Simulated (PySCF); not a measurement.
Structure with atom numbers: `[OH:1][c:2]1[cH:3][cH:4][cH:5][c:6]([Cl:7])[cH:8]1`. Hydrogens are named by the atom that carries them.

GIAO PBE0/pcSseg-1 shifts (PySCF, gas phase, non-relativistic, equivalent atoms averaged), each against references optimised in the same way as the molecule (H2O, TMS, HCl).

On the GFN2-xTB geometry: O1 126.9, C2 164.2, C6 146.2, C4 136.4, C5 125.8, C8 118.8, C3 117.9, Cl7 239, H(C4) 7.51, H(C5) 7.08, H(C3) 7.00, H(C8) 6.71, H(O1) 4.35 ppm.

Q: What changes on the PBE0-D3(BJ)/def2-SVP geometry?

A: 
```csv
atoms,δ (ppm),change
O1,125.3,-1.6
C2,162.6,-1.6
C6,146.1,-0.1
C4,136.4,+0.0
C5,125.4,-0.4
C8,117.7,-1.1
C3,117.6,-0.3
Cl7,239,+0
H(C4),7.29,-0.22
H(C5),6.92,-0.16
H(C3),6.85,-0.15
H(C8),6.51,-0.20
H(O1),3.89,-0.46
```

Bonds between heavy atoms that differ most (equivalent bonds averaged): C4–C5 1.386 → 1.395 Å, C6–C8 1.385 → 1.394 Å, C3–C4 1.380 → 1.390 Å, O1–C2 1.356 → 1.347 Å, C5–C6 1.384 → 1.392 Å. Mean change of bonds to hydrogen: O–H -0.002 Å, C–H +0.013 Å.
